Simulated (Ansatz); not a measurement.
A structure relaxed at PBE0-D4/def2-TZVP, charge 0, multiplicity 1:

Cartesian coordinates in Å:
```
C -0.968 -0.075 -0.563
Nb 0.863 0.168 0.479
F 2.131 0.724 -0.755
F 0.538 1.308 1.906
S 1.307 -1.796 1.176
H -1.268 0.902 -0.962
H -0.855 -0.784 -1.387
H -1.748 -0.447 0.107
```

Give its formula and SMILES.

CH3F2NbS, `[CH3][Nb]([F])([F])=[S]`.

Point group (tolerance 0.08 Å, 0.16 Å for H)?

Cs.

Summarise the bond lengths by kind.

1 × C–Nb 2.122 Å; 3 × C–H 1.093 to 1.097 Å; 2 × F–Nb 1.855 Å; 1 × Nb–S 2.130 Å.

Program: Ansatz 0.2.0.
